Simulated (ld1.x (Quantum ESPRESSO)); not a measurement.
## What one change does to a pseudopotential (Cd (Z = 48), TM semilocal)

```
Element                 : Cd
Generator               : ld1.x (Quantum ESPRESSO) 7.5
Type                    : norm-conserving Troullier–Martins (semilocal form)
Functional              : BP86
Relativity              : scalar-relativistic
Frozen core             : [Kr] 4d10
Valence charge          : 2
Reference configuration : 5s1.5 5p0 (charge +0.5)
Partial waves           : 5p (bound, empty): rc 2.00 bohr; 5d channel at -0.2 Ry: rc 2.15 bohr; 5s (bound): rc 2.05 bohr
Local potential         : the s channel
Core correction         : none
```

Change: all radii scaled by about 1.31 (s 2.68, p 2.62, d 2.82 bohr).

Cutoffs: the cutoffs (Ry, on a coarse ladder) from which the occupation-weighted sum of valence levels, in a spherical-Bessel basis at the reference potential, stays within 10 and 1 mRy of its value at 400 Ry; they do not see the model core or the augmentation charge, which bear on the density cutoff. Errors are all-electron minus pseudo energies relative to the spin-unpolarised reference configuration.

What does the change do?

The potential gets softer (8 Ry and 21 Ry → 8 Ry and 18 Ry); the bound ghost in d disappears; of the 5 tests that both files solve, the error grows in 0 and shrinks in 3 by more than 15 % and 0.3 meV (median size 24.5 → 20.2 meV). A larger radius leaves more room for a smooth pseudo-wave, so fewer plane waves are needed. That the errors move this way runs against the usual rule that smaller radii transfer better. A semilocal file is local in each channel, so a ghost entry of none says nothing of the separable form that plane-wave codes build from it.

```tsv
quantity	base	changed
cutoff, loose	8 Ry	8 Ry
cutoff, tight	21 Ry	18 Ry
bound ghosts	d	none
error for 5s2 5p0, meV [ΔE -3.81 eV]	+5.7	+5.6
error for 5s1 5p0, meV [ΔE 5.66 eV]	+16	+15
error for 5s1 5p1, meV [ΔE 0.91 eV]	+25	+20
error for 5s0 5p1, meV [ΔE 11.50 eV]	+195	+162
error for 5s0 5p2, meV [ΔE 5.94 eV]	+180	+144
```

Base: The cutoffs count occupied waves only; the empty 5p level needs 15 Ry at the loose tolerance. A true bound ghost makes a file unfit for plane-wave use even where its test errors are small: the radial tests pick states by their node count and pass the ghost by.
